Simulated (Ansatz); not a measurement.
`[GeH3][O]C[TeH]` and `CC[O][GeH3]` differ in one atom or group.

Ansatz, PBE0-D4/def2-TZVP geometries, multiplicity 1. Each molecule was computed in one conformer, which needn't be the lowest.

Elements past krypton have def2 core potentials. Scalar relativity is left out up to krypton. Spin–orbit coupling is left out; it splits and shifts lone-pair levels of the heavy atoms by tenths of an eV.

| property | `[GeH3][O]C[TeH]` |
| --- | --- |
| LUMO energy (PBE/def2-TZVPP) / eV | -1.46 |
| HOMO energy (B3LYP/def2-TZVPP) / eV | -5.93 |
| HOMO energy (PBE0/def2-TZVPP) / eV | -6.15 |
| HOMO–LUMO gap (PBE0/def2-TZVPP) / eV | 5.52 |
| size of the dipole moment (ωB97M-V/def2-TZVPP) / D | 2.15 |
| LUMO energy (B3LYP/def2-TZVPP) / eV | -0.88 |

**Question.** Give the same properties after the change, and the shifts. (Estimate.)

**Answer.** Computed: 
```json
{"property": "LUMO energy (PBE/def2-TZVPP) / eV", "`CC[O][GeH3]`": "-0.50", "shift": "0.96"}
{"property": "HOMO energy (B3LYP/def2-TZVPP) / eV", "`CC[O][GeH3]`": "-7.47", "shift": "-1.54"}
{"property": "HOMO energy (PBE0/def2-TZVPP) / eV", "`CC[O][GeH3]`": "-7.69", "shift": "-1.54"}
{"property": "HOMO–LUMO gap (PBE0/def2-TZVPP) / eV", "`CC[O][GeH3]`": "8.06", "shift": "2.54"}
{"property": "size of the dipole moment (ωB97M-V/def2-TZVPP) / D", "`CC[O][GeH3]`": "1.05", "shift": "-1.10"}
{"property": "LUMO energy (B3LYP/def2-TZVPP) / eV", "`CC[O][GeH3]`": "0.11", "shift": "0.99"}
```

With PBE0 the HOMO falls by 1.54 eV and the LUMO rises by 1.00 eV, so the gap widens by about 2.54 eV. PBE moves the HOMO by -1.01 eV and ωB97M-V by -1.82 eV. Dipoles are sizes alone; their direction can turn.

B3LYP here is the variant with VWN-RPA as its local correlation; programs differ in this.
